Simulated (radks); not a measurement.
Results of a calculation; reference values are marked as such.
The bismuth ion Bi2+ inside a hard spherical wall (all orbitals vanish at R), configuration held at [Hg] 6p1 and not refilled when levels cross. Code: a radial shooting solver on a logarithmic mesh with Libxc functionals. Model: scalar-relativistic Kohn-Sham, PBE, spin-unpolarised, spherical densities, finite nucleus; Fermi nuclear charge, rms radius 5.5211 fm. Eigenvalues in eV, with the zero of energy where the potential of the charges vanishes at infinity; a dash marks a level that is unbound or too diffuse for the functional's potential to be trusted. A positive occupied level is held by the wall or, in an anion where self-interaction has pushed it up, behind a barrier. The pressure on the wall is -dE/dV.

\begin{tabular}{lrrrrrrrrr}
R (bohr) & E (hartree) & kinetic (hartree) & e(5p) & e(5d) & e(6s) & e(6p) & e(7s, empty) & e(6d, empty) & pressure (GPa) \\ \hline
free & -21523.4184 & 24394.351 & -113.43 & -44.542 & -30.689 & -19.198 & -9.994 & -8.811 & 0 \\
12 & -21523.4184 & 24394.351 & -113.43 & -44.542 & -30.689 & -19.198 & -9.990 & -8.809 & < 0.0001 \\
8 & -21523.4183 & 24394.352 & -113.42 & -44.536 & -30.683 & -19.190 & -9.580 & -8.586 & 0.00779 \\
6 & -21523.4137 & 24394.398 & -113.28 & -44.398 & -30.569 & -18.994 & -6.850 & -7.184 & 0.549 \\
4 & -21523.2458 & 24395.505 & -111.21 & -42.450 & -28.444 & -15.146 & 13.617 & 3.128 & 46.7 \\
3.5 & -21522.9745 & 24397.029 & -109.12 & -40.516 & -25.723 & -10.668 & 30.764 & 11.966 & 164 \\
1.5 & -21471.2239 & 24595.393 & -7.041 & 79.691 & 239.34 & 309.22 & 718.01 & 399.32 & 171000 \\
\end{tabular}
